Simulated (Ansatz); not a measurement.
`O[SiH2][CH2][GeH3]` + `CO[SiH2]N` → `CO[SiH2]N[SiH2]O` + `[CH3][GeH3]`  (ligand exchange at the Si–C bond)

Gas-phase electronic energies from Ansatz, PBE0-D4/def2-TZVP geometries. CBS: MP2 limit from def2 TZ/QZ plus the TZ coupled-cluster correction, frozen cores. This one scheme is used for every species. DFT in def2-TZVPP. B3LYP here is the variant with VWN-RPA as its local correlation; programs differ in this. For Ge outer-core shells are correlated without core-valence functions, which leaves a few kJ/mol of doubt a bond. Scalar relativity is left out up to krypton. One conformer a species, not always the lowest.

```
             level  ΔE (kJ/mol)  difference from CCSD(T)/CBS
            PBE-D4        -62.4                          4.3
          B3LYP-D4        -70.4                         -3.7
           ωB97X-V        -67.4                         -0.7
            B2PLYP        -67.8                         -1.1
               PBE        -59.2                          7.5
              PBE0        -61.4                          5.3
             B3LYP        -65.4                          1.3
     HF/def2-TZVPP        -70.7                         -4.0
    MP2/def2-TZVPP        -68.7                         -2.0
SCS-MP2/def2-TZVPP        -69.3                         -2.6
   CCSD/def2-TZVPP        -68.4                         -1.7
CCSD(T)/def2-TZVPP        -68.6                         -1.9
     HF/def2-QZVPP        -71.2                         -4.5
    MP2/def2-QZVPP        -67.8                         -1.1
SCS-MP2/def2-QZVPP        -68.5                         -1.8
     MP2/CBS(def2)        -66.8                         -0.1
       CCSD(T)/CBS        -66.7                            0
```

Largest T1 diagnostic among the species: 0.011.

The D4 term adds −5.1 kJ/mol with B3LYP and −2.9 kJ/mol with PBE0; it sums over pairs of atoms, weighted by their polarisabilities, and B3LYP, whose exchange is more repulsive, gets the larger term.
